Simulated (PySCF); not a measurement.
C3H7BF2O, SMILES CO[C@H](C)B(F)F. Atoms are numbered in the order given.

```xyz
14

C      2.2448    -0.7049     1.0212
O      1.3337    -0.2875     0.0397
C      0.0008    -0.1210     0.4810
C     -0.7167    -1.4479     0.7825
B     -0.7851     0.7216    -0.5954
F     -2.0669     1.0005    -0.3986
F     -0.2370     1.1825    -1.7002
H      2.0483    -1.7319     1.3849
H      3.2477    -0.6875     0.5705
H      2.2420    -0.0264     1.8991
H     -0.0135     0.4900     1.4149
H     -0.2419    -1.9891     1.6148
H     -1.7658    -1.2636     1.0592
H     -0.6989    -2.1037    -0.1024
```
Charge 0, spin multiplicity 1.

Coordinates come from a B3LYP-D3(BJ)/def2-SVP optimisation. The structure was generated by enumeration; whether it is a known compound was not checked. One conformer was computed; it need not be the lowest.

Method: PBE/pcSseg-1 (PySCF).

GIAO shieldings, no solvent; atoms listed in one row are averaged. δ = σ(ref) − σ: ¹³C against TMS (σ = 182.0 ppm); ¹⁷O against H2O (σ = 334.3 ppm); ¹¹B against BF3 (σ = 83.9 ppm); ¹⁹F against CFCl3 (σ = 133.6 ppm); ¹H against TMS (σ = 31.49 ppm), references at their B3LYP-D3(BJ)/def2-TZVP geometries, non-relativistic.

```csv
nucleus,atoms,count,δ (ppm)
¹³C,C3,1,71.5
¹³C,C1,1,61.5
¹³C,C4,1,15.7
¹⁷O,O2,1,37.9
¹¹B,B5,1,16.1
¹⁹F,F7,1,-89.4
¹⁹F,F6,1,-100.5
¹H,"H8, H9, H10",3,3.68
¹H,H11,1,3.38
¹H,"H12, H13, H14",3,1.54
```
